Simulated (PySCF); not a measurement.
Simulation results for BGeH₂NO, BGeH₅NSi

All values are calculated (PySCF 2.14.0). Calculation on a computer-drawn molecule: the log of a Hartree-Fock and frozen-core CCSD(T) single point meant for a local Hartree-Fock minimum, with one planted fault or none, to be diagnosed. Offsets are logged minus clean, where the clean run is the same molecule without the fault. The reference is restricted for singlets and unrestricted otherwise, and also for a bond in bohr or an excited solution. Adding or removing an electron swaps singlet and doublet. The excited solution moves the top pair (singlet) or top alpha electron (doublet) to the lowest empty orbital. Highest occupied and lowest empty are orbital energies over both spins, largest force is the largest gradient component, triples share is (T) over the correlation energy, the T1 limit is 0.02 restricted and 0.045 unrestricted, electrons count all cores, a negative frequency is imaginary (commonest isotopes), and the dipole is about the centre of nuclear charge; on germanium a core potential holds 10 electrons, which the energies leave out, and 3d is frozen in MP2 and coupled-cluster steps.

Common to all runs: meant multiplicity 1; meant basis and core potential on germanium cc-pVDZ-PP ECP10MDF; logged SCF converged yes; logged SCF stable within its kind yes; possible faults no fault, one electron removed, one electron added, multiplicity raised by two, geometry at a saddle point, SCF held on an excited solution, minimal basis STO-3G, one bond length entered in bohr, all coordinates scaled.

```json
{"entry": 1, "formula": "BGeH2NO", "logged_structure": {"atoms_angstrom": [["N", -1.6813, 0.7758, -3.8405], ["B", -1.3572, 0.3414, -2.7318], ["O", -1.0138, -0.1252, -1.5447], ["Ge", -1.9034, -0.9617, -0.1966], ["H", -1.91, 1.1319, -4.7267], ["H", -3.3222, -0.9664, -0.9195]]}, "given": {"meant_charge": 0, "meant_basis": "cc-pVDZ", "logged_electrons": 53, "logged_basis_functions": 75, "logged_spin_squared": 0.7765, "logged_highest_occupied [eV]": -14.314, "logged_lowest_empty [eV]": -6.6964, "logged_largest_force [hartree/bohr]": 0.18403, "logged_T1_diagnostic": 0.028522, "logged_D1_diagnostic": 0.13312, "logged_triples_share": 0.028826, "logged_CC_converged": "yes", "logged_dipole_magnitude [debye]": 7.324, "logged_energy_HF [hartree]": -448.29006, "logged_energy_CCSD(T) [hartree]": -448.77968, "drawn_bonds_atom": [1, 2, 3, 1, 4], "drawn_bonds_other_atom": [2, 3, 4, 5, 6], "drawn_bonds_order": [2, 1, 1, 1, 1]}, "results": {"planted_fault": "one electron removed", "HF_energy_offset_from_clean_run [kcal/mol]": 191.2, "CCSD(T)_energy_offset_from_clean_run [kcal/mol]": 220.8}}
{"entry": 2, "formula": "BGeH2NO", "logged_structure": {"atoms_angstrom": [["N", -1.6813, 0.7758, -3.8405], ["B", -1.3572, 0.3414, -2.7318], ["O", -1.0138, -0.1252, -1.5447], ["Ge", -1.9034, -0.9617, -0.1966], ["H", -1.91, 1.1319, -4.7267], ["H", -3.3222, -0.9664, -0.9195]]}, "given": {"meant_charge": 0, "meant_basis": "cc-pVDZ", "logged_electrons": 54, "logged_basis_functions": 75, "logged_spin_squared": 2.0154, "logged_highest_occupied [eV]": -8.1814, "logged_lowest_empty [eV]": -1.089, "logged_largest_force [hartree/bohr]": 0.026016, "logged_T1_diagnostic": 0.019585, "logged_D1_diagnostic": 0.066932, "logged_triples_share": 0.031184, "logged_CC_converged": "yes", "logged_dipole_magnitude [debye]": 3.0886, "logged_energy_HF [hartree]": -448.53419, "logged_energy_CCSD(T) [hartree]": -449.05048, "drawn_bonds_atom": [1, 2, 3, 1, 4], "drawn_bonds_other_atom": [2, 3, 4, 5, 6], "drawn_bonds_order": [2, 1, 1, 1, 1]}, "results": {"planted_fault": "multiplicity raised by two", "HF_energy_offset_from_clean_run [kcal/mol]": 38.01, "CCSD(T)_energy_offset_from_clean_run [kcal/mol]": 50.83}}
{"entry": 3, "formula": "BGeH5NSi", "logged_structure": {"atoms_angstrom": [["N", 1.3397, -0.189, 1.5649], ["B", 0.616, -0.3094, 0.5898], ["Si", -0.6982, -0.3111, -0.9031], ["Ge", -2.0924, 1.5427, -0.1179], ["H", 1.9649, -0.1448, 2.3317], ["H", -0.182, 0.1336, -2.2033], ["H", -1.603, -1.466, -0.95], ["H", -1.8242, 3.0048, -0.4418], ["H", -3.2697, 1.3783, 0.8316]]}, "given": {"meant_charge": 1, "meant_basis": "cc-pV(D+d)Z", "logged_electrons": 62, "logged_basis_functions": 99, "logged_spin_squared": 2.0278, "logged_highest_occupied [eV]": -11.668, "logged_lowest_empty [eV]": -7.337, "logged_largest_force [hartree/bohr]": 0.12187, "logged_dipole_magnitude [debye]": 8.9248, "logged_energy_HF [hartree]": -664.00023, "drawn_bonds_atom": [1, 2, 3, 1, 3, 3, 4, 4], "drawn_bonds_other_atom": [2, 3, 4, 5, 6, 7, 8, 9], "drawn_bonds_order": [2, 1, 1, 1, 1, 1, 1, 1]}, "results": {"planted_fault": "multiplicity raised by two", "HF_energy_offset_from_clean_run [kcal/mol]": 57.98}, "notes": ["coupled-cluster numbers left out as unreliable"]}
```
